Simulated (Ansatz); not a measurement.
A structure relaxed at PBE0-D4/def2-SVP in Ansatz, charge 1, singlet:

```xyz
11

K     1.9778   -3.0674   -0.4520
K     0.9013    1.0107   -1.8293
K    -1.5645    2.4570    0.3771
K     2.7026    0.0520    1.1492
K    -0.7248   -0.6199    2.0713
K    -3.3853   -0.0355   -1.4371
F    -1.5155    1.4048   -1.8834
F     2.3967   -0.8139   -1.1707
F     0.5920    1.3051    0.7940
F     1.2658   -1.9471    1.5504
F    -2.6461    0.2541    0.8304
```

Task: Give its formula.

Result: K₆F₅⁺.

Task: Summarise the bond lengths by kind (pairs closer than 1.2 times the sum of covalent radii, bridged metal pairs left out).

Result: 16 × F–K 2.40 to 2.66 Å.

Another isomer (singlet) lies 0.04 eV lower at PBE0-D4/def2-TZVP; other spin states weren't run for this one.
